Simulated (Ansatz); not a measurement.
Job for Ansatz (a first-principles code): U-B3LYP/cc-pVTZ on AsN, a point of a bond scan (R = 1.611 Å).

Ansatz 0.2 input:
```yaml
crystal:
  periodic: [false, false, false]
  atoms:
    - {symbol: As, position_ang: [-0.00000000, -0.00000000, -0.28199367]}
    - {symbol: N, position_ang: [0.00000000, 0.00000000, 1.32939871]}
basis:
  gaussian:
    orbitals: cc-pVTZ
hamiltonian:
  xc: {name: B3LYP}
magnetization: {spin_polarized: true, initial_magnetization: 0}
```

The head of its log:

```
WARN ansatz: RAYON_NUM_THREADS=1 ignored (pool sized by the plan → 1); use --threads N
Functional definition: B3LYP
integrals: 0.01 GiB planned
583 factors; their error is unknown
mean field: 0.25 GiB planned
mean field evaluation 1: about -62317.3264 eV, gradient 5.8e1 eV
mean field evaluation 2: about -62215.7976 eV, gradient 1.2e2 eV
```

Task: Predict the final total energy.

Result: -2290.6750 hartree.
